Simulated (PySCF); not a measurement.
**Dipole response of Ne (neon, neutral)**

[Ne], closed-shell 1S. Calculation: PySCF 2.14, in x2c-QZVPPall with one added diffuse shell each of s, p, d, f type (8s5p4d3f1g, 73 functions); the spin-free X2C one-electron Hamiltonian (Gaussian nucleus). Coupled (time-dependent) response in atomic units; α is the mean over directions.

```tsv
method	mean α (bohr³)	C₆ (like pair)	S(−4)
UHF	2.340	5.474	1.899
PBE	2.918	7.191	3.548
PBE0	2.713	6.575	2.882
PBEsol	2.915	7.199	3.500
wB97X	2.791	6.806	3.081
```

S(−4) is the Cauchy moment in α(ω) = α(0) + S(−4) ω² + …

Reference α: 2.661 bohr³ (recommended; Schwerdtfeger and Nagle, table of static dipole polarizabilities (2023 update)). Published C₆: 6.200 (Chu and Dalgarno (2004); Tang, Norbeck and Certain (1976)).

α(iu) at wB97X:

```json
{"u (hartree)": "0", "α(iu) (bohr³)": "2.791"}
{"u (hartree)": "0.0500", "α(iu) (bohr³)": "2.784"}
{"u (hartree)": "0.100", "α(iu) (bohr³)": "2.761"}
{"u (hartree)": "0.200", "α(iu) (bohr³)": "2.676"}
{"u (hartree)": "0.300", "α(iu) (bohr³)": "2.552"}
{"u (hartree)": "0.500", "α(iu) (bohr³)": "2.246"}
{"u (hartree)": "0.750", "α(iu) (bohr³)": "1.866"}
{"u (hartree)": "1.00", "α(iu) (bohr³)": "1.543"}
{"u (hartree)": "1.50", "α(iu) (bohr³)": "1.081"}
{"u (hartree)": "2.00", "α(iu) (bohr³)": "0.7918"}
{"u (hartree)": "3.00", "α(iu) (bohr³)": "0.4753"}
{"u (hartree)": "5.00", "α(iu) (bohr³)": "0.2246"}
```

A single London oscillator, α(iu) = α/(1 + u²/ω²), gives C₆ = (3/4) ω α². Matching the computed C₆ needs ω = 4 × 6.806 / (3 × 2.791²) = 1.16 hartree.
